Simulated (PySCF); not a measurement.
Compound: C₄H₁₀Ge.
Atom-mapped SMILES: `[CH3:1][C@@H:2]1[CH2:3][CH2:4][GeH2:5]1` (hydrogens: H6, H7, H8 on C1; H9 on C2; H10, H11 on C3; H12, H13 on C4; H14, H15 on Ge5)

Geometry (PBE0-D3(BJ)/def2-SVP, Å), atoms numbered from 1 in this order:
```xyz
15
C4H10Ge angstrom
C      1.9159    0.3461   -0.3236
C      0.4902    0.4895    0.1621
C     -0.1547   -0.7292    0.8695
C     -1.6522   -0.5578    0.5307
Ge    -1.0967    0.5140   -1.0359
H      2.6135    0.1820    0.5158
H      2.0234   -0.5087   -1.0108
H      2.2547    1.2460   -0.8600
H      0.3968    1.3755    0.8148
H      0.2250   -1.6538    0.4003
H      0.0749   -0.8058    1.9473
H     -2.1712    0.0838    1.2597
H     -2.2328   -1.4814    0.4023
H     -0.9162   -0.3038   -2.3325
H     -1.8144    1.8421   -1.3569
```

The calculation used TDDFT B3LYP/def2-SVPD, vertical, gas phase, core orbitals frozen in the response (PySCF). Relativistic effects, spin–orbit coupling among them, are left out although an element past zinc is present.

Computed states:

```json
{"state": "S1", "E (eV)": "6.37", "f": "0.018"}
{"state": "S2", "E (eV)": "6.66", "f": "0.018"}
{"state": "S3", "E (eV)": "6.75", "f": "0.071"}
{"state": "S4", "E (eV)": "7.03", "f": "0.046"}
{"state": "S5", "E (eV)": "7.20", "f": "0.080"}
{"state": "S6", "E (eV)": "7.50", "f": "0.058"}
{"state": "S7", "E (eV)": "7.56", "f": "0.118"}
{"state": "S8", "E (eV)": "7.62", "f": "0.032"}
{"state": "S9", "E (eV)": "7.70", "f": "0.012"}
{"state": "S10", "E (eV)": "7.89", "f": "0.0086"}
```

Broadening: Gaussians 0.3 eV wide at half height, area fixed by f = 4.319×10⁻⁹ ∫ε dν̃. The width is an assumption, not a result. The curve ends short of the highest state used, and states not computed would add to its high-energy end.

Task: What does the envelope look like, and where are its maxima?

Result: 
(E (eV), ε (L mol⁻¹ cm⁻¹)): (5.92, 3), (5.94, 6), (5.97, 12), (5.99, 20), (6.02, 39), (6.04, 59), (6.07, 104), (6.09, 149), (6.12, 242), (6.14, 324), (6.17, 480), (6.19, 605), (6.22, 820), (6.24, 974), (6.27, 1208), (6.29, 1356), (6.32, 1552), (6.34, 1661), (6.37, 1790), (6.39, 1861), (6.42, 1968), (6.44, 2061), (6.47, 2271), (6.49, 2482), (6.52, 2935), (6.54, 3338), (6.57, 4085), (6.59, 4658), (6.61, 5267), (6.64, 6180), (6.66, 6739), (6.69, 7425), (6.71, 7740), (6.74, 7963), (6.76, 7946), (6.79, 7707), (6.81, 7446), (6.84, 6995), (6.86, 6709), (6.89, 6388), (6.91, 6282), (6.94, 6318), (6.96, 6473), (6.99, 6875), (7.01, 7229), (7.04, 7831), (7.06, 8242), (7.09, 8806), (7.11, 9113), (7.14, 9422), (7.16, 9509), (7.19, 9459), (7.21, 9322), (7.24, 9031), (7.26, 8838), (7.29, 8674)

Maxima: 184 nm (6.75 eV), ε about 8000, made up of S2 (15%) and S3 (80%); 173 nm (7.17 eV), ε about 9500, made up of S4 (24%) and S5 (73%) (ε in L mol⁻¹ cm⁻¹; maxima over ε = 5, shares over 10%).

Task: Coming from long wavelengths, where does ε first pass 100 L mol⁻¹ cm⁻¹?

Result: At about 204 nm (6.07 eV), 0.30 eV below S1.

Task: On this curve, what absorbance would a 10⁻³ mol/L sample give at 193 nm over a 1 cm path?

Result: 193 nm is 6.424 eV, where ε is about 2000 L mol⁻¹ cm⁻¹, so A = ε c l ≈ 2 (Beer–Lambert, with the gas-phase spectrum and the assumed width).

Task: What would ε be at 7.17 eV, the highest of these maxima, with half the width (0.15 eV)?

Result: About 13400 L mol⁻¹ cm⁻¹ against 9520, a factor of about 1.4; a lone state at its own centre would give exactly 2.

All these states lie below the vertical ionisation energy of 9.35 eV (ΔSCF).

One conformer stands for the species.

Without π bonds the low states are Rydberg-like; a valence basis with one diffuse set may place them up to an eV too high.
